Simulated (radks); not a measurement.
Results of a calculation; reference values are marked as such.
Task: These are the eigenvalues of the occupied orbitals of an atom or ion with whole-number occupations (eV). Level of theory: scalar-relativistic Kohn-Sham, r2SCAN, spin-polarised, spherical densities, finite nucleus; meta-GGA in the generalised Kohn-Sham scheme; Fermi nuclear charge, rms radius of each element as measured or else 0.836 A^(1/3) + 0.57 fm (a radial shooting solver on a logarithmic mesh with Libxc functionals).

| orbital | eigenvalue |
|---|---|
| 1s up | -14220.52 |
| 1s down | -14220.26 |
| 2s up | -1904.757 |
| 2s down | -1904.704 |
| 2p up | -1684.971 |
| 2p down | -1684.771 |
| 3s up | -296.0566 |
| 3s down | -295.8324 |
| 3p up | -225.2204 |
| 3p down | -224.9471 |
| 3d up | -108.4642 |
| 3d down | -108.1037 |
| 4s up | -48.1622 |
| 4s down | -45.4395 |
| 4p up | -32.4594 |
| 4p down | -29.8459 |

Which element is it, and in what charge state? The configuration may be excited. Open shells, if any, are filled with parallel spins first.

Result: Z = 36, krypton, charge +2: Kr2+ in [Ar] 3d10 4s2 4p4. The list shows which subshells hold electrons but not how many an open one holds; the 1s level, -522.59 hartree, gives Z - s = 32.3 by -(Z - s)^2/2, which with screening and relativity narrows Z to a few neighbours, and the depths of the outer levels then fix element, charge and occupations together.
